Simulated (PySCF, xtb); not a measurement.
Al(OH)(OMe)(NH2) (CH₆AlNO₂), SMILES [NH2][Al]([O]C)[OH].

GFN2-xTB run with xtb at its own geometry gives an orbital gap of 3.81 eV and a dipole moment of 0.29 D.

The structure is a stationary point at r2SCAN-D4/def2-SVP. Other conformers were not sampled.

**Question.** What does PBE/def2-TZVP run with PySCF give? (An estimate is asked for; the answer gives what the named calculation found.)

**Answer.** gap 4.88 eV (levels -5.82 and -0.94 eV), dipole 1.16 D.
